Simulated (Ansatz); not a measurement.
`[NH2][GeH2][SiH2]Cl` + `OBF` → `[NH2][GeH2][O]BF` + `[SiH3]Cl`  (cleavage of the Ge–Si bond)

Gas-phase electronic energies from Ansatz, PBE0-D4/def2-TZVP geometries. CCSD(T)/CBS adds triple-zeta CCSD(T) − MP2 to the extrapolated MP2 energy (def2 sets, frozen cores). This one scheme is used for every species. DFT in def2-TZVPP. For Ge outer-core shells are correlated without core-valence functions, which leaves a few kJ/mol of doubt a bond. Scalar relativity is left out up to krypton. Each species was taken in one conformer, which may not be the lowest.

Task: Is it downhill or uphill in electronic energy at CCSD(T)/CBS, and by how much? (Best estimate.)

Result: The calculation gave: Downhill: ΔE = -0.41 eV.

Task: What do these levels give: ωB97X-V, B2PLYP, PBE0, SCS-MP2/def2-TZVPP, SCS-MP2/def2-QZVPP, HF/CBS(def2)? (An estimate is asked.)

Result: The calculation gave: ωB97X-V -0.44, B2PLYP -0.47, PBE0 -0.29, SCS-MP2/def2-TZVPP -0.55, SCS-MP2/def2-QZVPP -0.53, HF/CBS(def2) -0.67 eV.

Largest T1 diagnostic among the species: 0.013.

In def2-TZVPP, CCSD(T) changes the Hartree–Fock value by +0.19 eV (the triples alone add +0.01 eV) and MP2 by +0.16 eV. From PBE to PBE0 (25 % exact exchange), in def2-TZVPP and without D4, ΔE moves by −0.04 eV. The D4 term adds +0.04 eV with B3LYP and +0.02 eV with PBE0; it sums over pairs of atoms, weighted by their polarisabilities, and B3LYP, whose exchange is more repulsive, gets the larger term.

B3LYP here is the variant with VWN-RPA as its local correlation; programs differ in this.
